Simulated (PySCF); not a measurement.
A structure optimised at PBE-D3(BJ)/def2-SVP, used in a PySCF frequency run:

```
B
H 1 1.2093
Se 1 1.9371 2 120.38
H 3 1.4841 1 94.50 2 0.00
Se 1 1.9371 2 120.38 4 180.00
H 5 1.4841 1 94.50 2 0.00
```

Q: Write its SMILES, formula and point group.

A: [SeH]B[SeH], BH3Se2, C2v

Q: What are its rotational constants (standard atomic weights)?

A: 30.016, 1.1133, 1.0735 GHz
